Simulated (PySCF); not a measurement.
C4H2F5 (doublet state).
Cartesian coordinates in Å at the GFN2-xTB level; atoms count from 1:
```xyz
11
C4H2F5 angstrom
F     -2.2702    1.2028   -0.3194
C     -1.2189    0.4219   -0.5320
C     -0.9817   -0.9002    0.0589
C     -0.0496    0.2826    0.3474
F     -0.0536    0.8091    1.6053
C      1.3578    0.2861   -0.2266
F      1.8174    1.5214   -0.4287
F      2.2277   -0.3361    0.5729
F      1.3904   -0.3457   -1.4070
H     -1.6313   -1.2428    0.8576
H     -0.5826   -1.6964   -0.5545
```

The hyperfine couplings belong to this conformer and change with its torsions.

Identity: `[C@@]1(C(F)(F)F)([C](F)C1)F` [radical].

Computed, not measured: UKS B3LYP, pcH-1 on C F H, non-relativistic, mean-field spin-orbit, GIAO in PySCF 2.14.0. Geometry: GFN2-xTB; no solvent, vibrations or thermal averaging. The geometry wasn't refined by DFT: couplings that depend on bond lengths, twists or pyramidal angles can differ widely from those at the functional's own minimum. Stability of the SCF solution: not tested.

(1) Where do the isotropic ENDOR lines of C6, C4, C3, F5, F7/F8/F9, H11 and H10 fall at 333.4 mT, to first order?

(2) Which pairs are centred on the nuclear Larmor frequency, and which on half the coupling?

(3) At what field would the lower line of C3 fall to zero frequency?

Results:

(1) For S = 1/2 in fast tumbling each set of equivalent nuclei gives two lines, ν± = |νn ± a/2| to first order, with νn = g_N μN B/h and μN/h = 7.62259 MHz/T.

| nuclei | isotope | g_N | νn (MHz) | a_iso (MHz) | lower line (MHz) | upper line (MHz) |
| --- | --- | --- | --- | --- | --- | --- |
| C6 | 13C | 1.4048 | 3.57 | 19.47 | 6.16 | 13.31 |
| C4 | 13C | 1.4048 | 3.57 | 8.77 | 0.81 | 7.96 |
| C3 | 13C | 1.4048 | 3.57 | -5.77 | 0.69 | 6.45 |
| F5 | 19F | 5.2577 | 13.36 | 24.59 | 1.07 | 25.66 |
| F7/F8/F9 | 19F | 5.2577 | 13.36 | 5.49 | 10.62 | 16.11 |
| H11 | 1H | 5.5857 | 14.20 | 78.43 | 25.02 | 53.41 |
| H10 | 1H | 5.5857 | 14.20 | 43.97 | 7.79 | 36.18 |

The rows for 13C, of low natural abundance, apply to labelled samples.

(2) Centred on νn, since |a| < 2νn: C3, F5 and F7/F8/F9. Centred on |a|/2 and split by 2νn: C6, C4, H11 and H10.

(3) Where νn = |a|/2, that is B = 2.88 MHz/(1.4048 × 7.62259 MHz/T) = 269 mT, as far as first order holds there.

Couplings of abundant isotopes left out: F1 (193.5 MHz).

Means are taken over nuclei equivalent by connectivity, which assumes that they swap fast. The three 19F nuclei of mean +5.5 MHz run from -4.9 to 14.0 MHz in the frozen geometry.

The largest Mulliken spin populations are on C2 (+0.81) and F1 (+0.07). No atom but C2 exceeds +0.15. The angles at C2 add up to 315.6°, so it is pyramidal.
